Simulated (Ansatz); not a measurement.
Gas-phase electronic energies from Ansatz, PBE0-D4/def2-TZVP geometries. CCSD(T)/CBS is the MP2 limit (def2-TZVPP, def2-QZVPP) plus CCSD(T) − MP2 in def2-TZVPP, frozen cores. Functionals use def2-TZVPP. Open shells (•) are unrestricted, without spin–orbit coupling. One conformer a species, not always the lowest.

Reaction (homolysis of the C–Si bond): `NC[SiH](O)O` → `[CH2]N`• + `O[SiH]O`•

```tsv
level	ΔE (eV)
PBE-D4	3.44
PBE0-D4	3.52
CCSD/def2-TZVPP	3.62
CCSD/CBS(def2)	3.69
```

(1) What does CCSD(T)/CBS give? (Estimate.)

Largest T1 diagnostic among the species: 0.016.

Results:

(1) Ansatz gave: +3.76 eV. The listed levels differ from it by -0.32, -0.24, -0.14, -0.07 eV.

From PBE to PBE0 (25 % exact exchange), in def2-TZVPP and without D4, ΔE moves by +0.10 eV. In def2-TZVPP, CCSD(T) changes the Hartree–Fock value by +1.03 eV (the triples alone add +0.07 eV) and MP2 by +1.14 eV; breaking electron pairs costs correlation energy, which Hartree–Fock lacks.
